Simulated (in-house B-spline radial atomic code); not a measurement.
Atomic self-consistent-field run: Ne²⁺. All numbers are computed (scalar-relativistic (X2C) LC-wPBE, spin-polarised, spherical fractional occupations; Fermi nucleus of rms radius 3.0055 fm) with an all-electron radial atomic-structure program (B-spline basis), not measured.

Command:
```bash
python run_scf.py task.json out
```
Settings (nuclear radius in fm, mass in u):
```
Z                10
configuration    [He] 2s2 2p4
hamiltonian      x2c
method           lc_wpbe
spin_polarised   True
nucleus          fermi
rms_radius       3.0055
atomic_mass      19.99244
speed_of_light   137.035999084
```

Output (hartree, bohr):
```
 radial grid: 68 intervals, B-splines of order 8, outer radius 14.8148 bohr

 iter        energy (Eh)    residual
    1        -123.303866    3.37e-01
    2        -126.074970    1.61e-01
    3        -126.527017    5.49e-02
    4        -126.578309    1.83e-02
    5        -126.583056    6.39e-03
    6        -126.583956    2.80e-04
    7        -126.583954    5.12e-05
    8        -126.583954    1.30e-06
    9        -126.583954    1.03e-07

 total energy                      -126.58395
 kinetic                             126.7069
 electron-nucleus                   -293.4056
 Hartree                              51.2503
 exact exchange                       -1.5965
 exchange-correlation                 -9.5391

 orbital      occ     eigenvalue          <r>       <r^2>       <1/r>       r_max
 1s up      1.000       -32.6370     0.157895    0.033655     9.64614      0.1025
 1s down    1.000       -32.5621     0.157599   0.0335129     9.65929      0.1024
 2s up      1.000        -3.1709     0.824652    0.813454     1.77178      0.6575
 2s down    1.000        -2.9853     0.837826    0.841699      1.7416       0.663
 2p up      3.000        -2.3018     0.801121    0.810004     1.65318      0.5784
 2p down    1.000        -1.8507     0.831677    0.881093     1.60883      0.5892
```

Run time, properties included: 0.51 s on 1 thread of Intel(R) Xeon(R) 6975P-C, on a shared host.

Caution: exact exchange at fractional occupations of open shells leaves self-interaction of up to several eV.
